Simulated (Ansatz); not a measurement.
One change: `C[O][GeH]([F])[SH]` becomes `C[O][GeH]([F])[C]#N`.

Ansatz, PBE0-D4/def2-TZVP geometries, multiplicity 1. Each molecule was computed in one conformer, which needn't be the lowest.

Scalar relativity is left out up to krypton.

| property | `C[O][GeH]([F])[SH]` |
| --- | --- |
| LUMO energy (PBE0/def2-TZVPP) / eV | -0.24 |
| HOMO–LUMO gap (PBE/def2-TZVPP) / eV | 5.42 |
| HOMO–LUMO gap (ωB97M-V/def2-TZVPP) / eV | 11.98 |
| HOMO–LUMO gap (B3LYP/def2-TZVPP) / eV | 7.15 |
| size of the dipole moment (B3LYP/def2-TZVPP) / D | 0.90 |
| HOMO energy (ωB97M-V/def2-TZVPP) / eV | -10.19 |

Question: What does the change do to each property? (Best estimate.)

Answer: Ansatz gave: 
| property | `C[O][GeH]([F])[C]#N` | shift |
| --- | --- | --- |
| LUMO energy (PBE0/def2-TZVPP) / eV | -1.06 | -0.82 |
| HOMO–LUMO gap (PBE/def2-TZVPP) / eV | 5.40 | -0.02 |
| HOMO–LUMO gap (ωB97M-V/def2-TZVPP) / eV | 12.49 | 0.51 |
| HOMO–LUMO gap (B3LYP/def2-TZVPP) / eV | 7.50 | 0.35 |
| size of the dipole moment (B3LYP/def2-TZVPP) / D | 4.42 | 3.52 |
| HOMO energy (ωB97M-V/def2-TZVPP) / eV | -11.47 | -1.28 |

With PBE0 the HOMO falls by 1.09 eV and the LUMO falls by 0.82 eV, so the gap widens by about 0.27 eV. PBE moves the HOMO by -0.76 eV and ωB97M-V by -1.28 eV. Dipoles are sizes alone; their direction can turn.

B3LYP here is the variant with VWN-RPA as its local correlation; programs differ in this.
